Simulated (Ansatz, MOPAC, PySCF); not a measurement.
Potential energy curve for SMg, lowest singlet found (which spin is the ground state isn't settled by this scan).

Levels of theory: RCCSDT = CCSDT on RHF/cc-pVDZ, frozen core (Ansatz, a program for electronic structure); UKS-B3LYP/6-311+G** = unrestricted B3LYP/6-311+G**, spherical d (PySCF); RMP2 = Ansatz with MP2 on RHF/cc-pVDZ, frozen core; PM6, restricted, heats of formation (MOPAC).

Energies are in kJ/mol, each relative to the lowest point of its own curve between 1.78 and 2.47 Å, where full CI is lowest.

| R / Å | RCCSDT | UKS-B3LYP/6-311+G** | RMP2 | PM6 |
|---|---|---|---|---|
| 1.78 | 189.2 | 172.1 | 185.4 | 16.1 |
| 1.91 | 71.4 | 61.6 | 67.9 | 0.0 |
| 2.05 | (withheld) | (withheld) | 11.4 | 7.4 |
| 2.15 | 0.0 | 0.0 | 0.0 | (withheld) |
| 2.24 | (withheld) | 2.5 | 3.7 | 44.4 |
| 2.36 | 14.0 | 15.2 | 23.1 | 77.3 |
| 2.44 | 27.8 | 25.2 | 42.3 | 101.3 |
| 2.47 | 33.7 | 28.9 | (withheld) | (withheld) |

### Question
Complete the blanks.

### Answer

- 2.05, RCCSDT: 13.5
- 2.05, UKS-B3LYP/6-311+G**: 9.9
- 2.15, PM6: 23.9
- 2.24, RCCSDT: 0.7
- 2.47, RMP2: 50.4
- 2.47, PM6: 110.5

The scan ran from 1.78 to 8.30 Å; beyond the distances shown full CI changes its symmetry label. The unrestricted determinant behind UKS-B3LYP/6-311+G** is spin-contaminated at 2.24 to 2.47 Å (<S²> up to 0.8, against 0.00 for a pure singlet). The restricted form behind RMP2, PM6 keeps the bonding electrons paired and can't separate into open-shell fragments.
